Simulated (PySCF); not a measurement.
FH₆NSi₂, SMILES F[SiH2]N[SiH3].

Coordinates come from a PBE0-D3(BJ)/def2-SVP optimisation. Other conformers were not sampled.

Computed with PySCF with TDA-PBE0/def2-SVPD.

Vertical excitations. The molecule is in vacuum.

```tsv
state	energy (eV)	λ (nm)	f	main pairs
S1	6.61	188	0.007	HOMO→LUMO 99 %
S2	7.64	162	0.040	HOMO→LUMO+1 62 %, HOMO→LUMO+2 29 %
S3	7.75	160	0.049	HOMO→LUMO+2 66 %, HOMO→LUMO+1 28 %
S4	7.92	157	0.002	HOMO→LUMO+3 84 %
S5	8.13	152	0.016	HOMO−1→LUMO 62 %, HOMO→LUMO+4 29 %
S6	8.19	151	0.081	HOMO→LUMO+4 59 %, HOMO−1→LUMO 31 %
S7	8.34	149	0.037	HOMO→LUMO+5 76 %
S8	8.49	146	0.014	HOMO−2→LUMO 90 %
S9	8.64	143	0.012	HOMO→LUMO+6 74 %
S10	8.68	143	0.007	HOMO−1→LUMO+1 79 %
T1	6.23	199	0	HOMO→LUMO 96 %
T2	7.07	175	0	HOMO→LUMO+1 91 %
T3	7.36	168	0	HOMO→LUMO+2 78 %
T4	7.65	162	0	HOMO→LUMO+3 72 %
```
Triplets are in the Tamm–Dancoff approximation.
